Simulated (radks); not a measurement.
Q: The germanium ion Ge2+, [Ar] 3d10 4s2. Calculated with a radial shooting solver on a logarithmic mesh with Libxc functionals: non-relativistic Kohn-Sham, LDA (Slater exchange, Perdew-Wang correlation), spin-polarised, spherical densities, point nucleus. Every spin shell is full or empty, so the densities are truly spherical. Functionals are evaluated on that one density, not self-consistently. Rank these exchange functionals by their error against the exact value of the orbitals, and give that value: LDA, B88, PBE, revPBE, RPBE, PW91, PW86, WC, AM05, SOGGA, B86b, EV93, MS2, TASK, MVS.

A: Exact: -76.7806 hartree. From best to worst, with 100 (|E| - |E exact|)/|E exact| (equal figures are ties): revPBE +0.01, RPBE +0.09, MVS +0.14, PBE -0.20, MS2 -0.22, PW91 +0.24, B88 +0.29, B86b +0.30, PW86 +0.34, EV93 +0.35, WC -0.81, TASK -2.44, SOGGA -2.44, AM05 -5.12, LDA -5.62.
